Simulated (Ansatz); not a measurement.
CH4ClFOSn (`[OH][SnH]([F])[CH2]Cl`), relaxed with RKS PBE-D4/def2-SVP in the Gaussian-basis code of Ansatz from a rough embedded geometry. The force threshold is 0.03 eV/Å; the program also tests the step.

Charge 0, multiplicity 1. Sn: def2 effective core potential.

Start:

```xyz
9

O     0.585    2.019    0.379
Sn    0.563    0.391   -0.634
F    -0.183    0.736   -2.376
C    -0.700   -1.081    0.366
Cl   -2.305   -0.409    0.606
H     0.767    1.819    1.312
H     2.174   -0.243   -0.816
H    -0.714   -1.999   -0.199
H    -0.188   -1.234    1.362
```

How much energy does the relaxation release, and in how many steps? (Estimate.)

The calculation gave: 0.41 eV, in 14 steps, 1 of them rejected.

Which bonds change most? (Estimate.)

Computed: O1–Sn2 from 1.918 to 1.993 Å; C4–Cl5 from 1.756 to 1.798 Å; Sn2–F3 from 1.925 to 1.966 Å; C4–H8 from 1.078 to 1.106 Å.

Give the relaxed structure. (An estimate is asked.)

Ansatz gave: 
```xyz
9

O     0.719    1.976    0.444
Sn    0.791    0.253   -0.556
F     0.022    0.571   -2.337
C    -0.649   -1.101    0.385
Cl   -1.806   -0.107    1.336
H    -0.164    2.022    0.866
H     2.447   -0.148   -0.801
H    -1.206   -1.644   -0.401
H    -0.153   -1.821    1.064
```
